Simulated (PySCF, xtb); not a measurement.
C2H5ClSi2, SMILES C#C[Si@@H]([SiH3])Cl.

GFN2-xTB in xtb 6.7.1 at its own geometry gives an orbital gap of 4.11 eV and a dipole moment of 1.54 D.

The structure is a stationary point at PBE0-D3(BJ)/def2-SVP. The structure was generated by enumeration; whether it is a known compound was not checked.

Problem. What does PySCF with CAM-B3LYP/def2-TZVP give? (An estimate is asked for; the answer gives what the named calculation found.)

Solution. gap 9.33 eV (levels -9.27 and 0.06 eV), dipole 1.70 D.
